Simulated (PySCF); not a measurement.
H3Si, SMILES [SiH3+], charge +1.

Coordinates come from a PBE0-D3(BJ)/def2-TZVPD optimisation.

Calculation: r2SCAN/def2-TZVPD run with PySCF.

Symmetry labels are those of the subgroup C2v that the program uses (full group D3h).

Computed valence orbital energies around the gap with their symmetry:
| orbital | symmetry | energy (eV) |
|---|---|---|
| HOMO−7 | A1 | -1800.45 |
| HOMO−6 | A1 | -150.79 |
| HOMO−5 | B2 | -105.92 |
| HOMO−4 | A1 | -105.51 |
| HOMO−3 | B1 | -105.51 |
| HOMO−2 | A1 | -21.34 |
| HOMO−1 | A1 | -16.67 |
| HOMO | B1 | -16.67 |
| LUMO | B2 | -10.89 |
| LUMO+1 | A1 | -6.57 |
| LUMO+2 | B1 | -5.62 |
| LUMO+3 | A1 | -5.62 |
